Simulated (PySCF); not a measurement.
Correlation energy of Mg⁺ (magnesium, charge +1)

[Ne] 3d1, 2D determinant (an excited configuration). Computed with PySCF 2.14 in aug-cc-pCVTZ-DK, with scalar relativity by spin-free X2C-1e. Frozen: 1s2; 9 electrons correlated.

```tsv
level	correlation energy (mhartree)
CCSD	-261.19
(T)	-1.93
CCSD(T)	-263.12
```

Diagnostics: T1 = 0.0030, D1 = 0.0093, largest double amplitude 0.017.

The outer electron is Rydberg-like, and this basis confines it to a smaller radius and binds it less than a complete one would.

Cost of the coupled-cluster step: about 11 core-seconds, for 9 correlated electrons.

Iterations:

```
CC2 = 0
CCSD nocc = (np.int64(5), np.int64(4)), nmo = (74, 74)
frozen orbitals [[0], [0]]
max_cycle = 100
direct = 0
conv_tol = 1e-08
conv_tol_normt = 1e-06
diis_space = 8
diis_start_cycle = 0
Init t2, MP2 energy = -0.256125056660039
Init E_corr(UCCSD) = -0.256125056678221
cycle = 1  E_corr(UCCSD) = -0.259971064094841  dE = -0.00384600742  norm(t1,t2) = 0.0118457
cycle = 2  E_corr(UCCSD) = -0.26106817721079  dE = -0.00109711312  norm(t1,t2) = 0.00301915
cycle = 3  E_corr(UCCSD) = -0.261203275935673  dE = -0.000135098725  norm(t1,t2) = 0.00134784
cycle = 4  E_corr(UCCSD) = -0.261207945260748  dE = -4.66932508e-06  norm(t1,t2) = 0.000318418
cycle = 5  E_corr(UCCSD) = -0.261191888518747  dE = 1.6056742e-05  norm(t1,t2) = 6.81083e-05
cycle = 6  E_corr(UCCSD) = -0.261191832334399  dE = 5.61843483e-08  norm(t1,t2) = 0.000125432
cycle = 7  E_corr(UCCSD) = -0.261192343159169  dE = -5.1082477e-07  norm(t1,t2) = 4.20774e-05
cycle = 8  E_corr(UCCSD) = -0.261192355986733  dE = -1.2827565e-08  norm(t1,t2) = 8.69648e-06
cycle = 9  E_corr(UCCSD) = -0.261192599232813  dE = -2.4324608e-07  norm(t1,t2) = 1.12791e-05
cycle = 10  E_corr(UCCSD) = -0.261192602974074  dE = -3.74126125e-09  norm(t1,t2) = 1.39718e-07
UCCSD converged
E(UCCSD) = -199.6192781916751  E_corr = -0.2611926029740743
UCCSD(T) correction = -0.00193215832431843
```
